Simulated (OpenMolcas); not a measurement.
## N I: RASPT2 settings compared

```
Program             : OpenMolcas
Basis               : ANO-R3 [4s4p2d1f]
Scalar Hamiltonian  : X2C, finite nucleus
Active space        : 5 electrons in 9 orbitals (RAS2 2s 2p; RAS3 3d, at most 2 electrons)
State averaging     : 2S+1 = 4 odd, 1 root; 2S+1 = 2 odd, 8 roots; 2S+1 = 4 even, 3 roots
Spin-orbit coupling : RASSI with atomic mean-field integrals over the reference wave functions, term energies averaged over their components
```

Methods on the same reference wave functions:
A. RASSCF
B. SS-RASPT2, IPEA 0.1 Eh, imaginary shift 0.4 Eh (closed shells correlated: 1s)
C. SS-RASPT2, IPEA 0.6 Eh, imaginary shift 0.2 Eh (closed shells correlated: 1s)
D. SS-RASPT2, IPEA 0.3 Eh, imaginary shift 0.4 Eh (closed shells correlated: 1s)

Energies in cm-1 above 2s2 2p3 4S* 3/2, the measured ground level; measured values from NIST Handbook of Basic Atomic Spectroscopic Data.

```csv
Level,A,B,C,D,Measured
2s2 2p3 4S* 3/2,0.0,0.0,0.0,0.0,0.0
2s2 2p3 2D* 3/2,22545,19830,19980,19900,19233
2s2 2p3 2D* 5/2,22545,19830,19980,19900,19224
2s2 2p3 2P* 3/2,33447,29700,29890,29790,28839
2s2 2p3 2P* 1/2,33449,29700,29890,29790,28839
2s 2p4 4P 5/2,91018,88410,88470,88480,88107
2s 2p4 4P 3/2,91077,88470,88530,88540,88151
2s 2p4 4P 1/2,91112,88500,88570,88570,88171
```

Deviations, from unrounded energies. A percentage is the sum of absolute deviations over the sum of measured energies, with the sign that they share, or ± where signs differ.

| Against measurement | Levels | A | B | C | D |
| --- | --- | --- | --- | --- | --- |
| mean absolute deviation (cm-1) | 7 | 3500 | 550 | 680 | 630 |
| other terms of the ground configuration (%) | 4 | +16.5 | +3.0 | +3.8 | +3.4 |
| other configurations (%) | 3 | +3.3 | +0.4 | +0.4 | +0.4 |

B lies closest to measurement on these levels and A furthest from it. The largest miss of B in the table is 2s2 2p3 2P* 1/2, by +860 cm-1. The ranking rests on the paired levels alone, and a cruder setting can come out closer through cancelling errors.

Among B to D the level of the table that moves most is 2s2 2p3 2P* 1/2, by 190 cm-1 (lowest in B, highest in C). Moves below CASPT2's spread within the term are not significant.

From A to B the spin-free energies of the other terms of 2s2 2p3 shown, above 4S*, scale by factors of 0.88 to 0.89.

The lowest spin-free term lies below A's lowest term by 0.063 hartree in B, 0.060 hartree in C, 0.062 hartree in D.

CASPT2 does not keep the components of a term degenerate, so their means are used; among the terms shown or strongly mixed into the levels shown the widest spread is 18 cm-1 (2s 2p4 4P, C). Active for correlation alone: 3d; no level in the range computed is led by a configuration that fills it, so any true level of that kind is missing. Without dynamic correlation excited terms often stand tens of per cent too high (terms of higher spin than the ground term too low), and those without a measured partner can miss by more than the paired ones (holds for A). Measured partners are found by configuration, term and J. A level has none where our copy of the source lacks it or the pairing is in doubt (some pairs that miss far off the trend of their configuration count as doubtful), and it then counts in no deviation. Only configurations of the active space appear.

* marks odd parity.
